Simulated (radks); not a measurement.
Q: Isoelectronic series with 8 electrons, each ion in its NIST ground configuration. Calculated with a radial shooting solver on a logarithmic mesh with Libxc functionals: scalar-relativistic Kohn-Sham, r2SCAN, spin-unpolarised, spherical densities, finite nucleus; meta-GGA in the generalised Kohn-Sham scheme; Fermi nuclear charge, rms radius of each element as measured or else 0.836 A^(1/3) + 0.57 fm. Total energies (hartree) and orbital eigenvalues (eV):

ion,configuration,E (hartree),2p,2s,1s
O,[He] 2s2 2p4,-75.01398,-9.2982,-25.3235,-520.3580
F+,[He] 2s2 2p4,-99.04723,-28.7737,-49.1535,-690.7076
Mg4+,[He] 2s2 2p4,-192.34935,-129.8385,-163.6179,-1368.515
Al5+,[He] 2s2 2p4,-230.51883,-177.3917,-215.7284,-1649.692
Si6+,[He] 2s2 2p4,-272.22914,-231.8260,-274.7728,-1958.482
P7+,[He] 2s2 2p4,-317.48589,-293.1319,-340.7496,-2294.913
S8+,[He] 2s2 2p4,-366.29551,-361.3055,-413.6641,-2659.028
Cl9+,[He] 2s2 2p4,-418.66518,-436.3466,-493.5269,-3050.879
Ar10+,[He] 2s2 2p4,-474.60273,-518.2576,-580.3519,-3470.525
K11+,[He] 2s2 2p4,-534.11668,-607.0429,-674.1561,-3918.032
Ca12+,[He] 2s2 2p4,-597.21608,-702.7083,-774.9590,-4393.473
Sc13+,[He] 2s2 2p4,-663.91064,-805.2612,-882.7822,-4896.928
Ti14+,[He] 2s2 2p4,-734.21071,-914.7096,-997.6496,-5428.480
V15+,[He] 2s2 2p4,-808.12728,-1031.063,-1119.587,-5988.221
Cr16+,[He] 2s2 2p4,-885.67179,-1154.331,-1248.621,-6576.245
Mn17+,[He] 2s2 2p4,-966.85645,-1284.526,-1384.783,-7192.655

Estimate the row of Ne2+ ([He] 2s2 2p4).

A: E (hartree) -126.61572; 2p -55.4709; 2s -80.2728; 1s -888.9772.
